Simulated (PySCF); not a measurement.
## Ionisation energy of Ti¹⁰⁺ by level of theory

Ti¹⁰⁺ [Ne] 3s2 → Ti¹¹⁺ [Ne] 3s1 [3s1/2^1, M_J = 1/2], as a difference of total energies. Computed with PySCF 2.14 in an uncontracted even-tempered set (19 s from 0.64 bohr⁻², ratio 2.4; 13 p from 0.83 bohr⁻², ratio 2.4; 5 d from 3.3 bohr⁻², ratio 2.6; 4 f from 5 bohr⁻², ratio 2.6), with the two-component X2C-1e Hamiltonian. Correlated levels: 1s2 frozen; the 50 highest virtual spinors dropped. "Screened" scales the spin-orbit matrix elements by Boettger's factors to mimic the two-electron term; Breit and QED terms are absent.

| method | ionisation energy (eV) |
| --- | --- |
| GHF (screened spin-orbit) | 262.67 |
| GMP2 (screened spin-orbit) | 264.67 |

**Question.** How much does correlation contribute at GMP2 (screened spin-orbit)?

**Answer.** 264.67 − (262.67) = 2.00 eV, measured against GHF (screened spin-orbit).

For comparison: 265.07 ± 0.06 eV (semi-empirical (NIST evaluation); NIST Atomic Spectra Database, ionization energies).
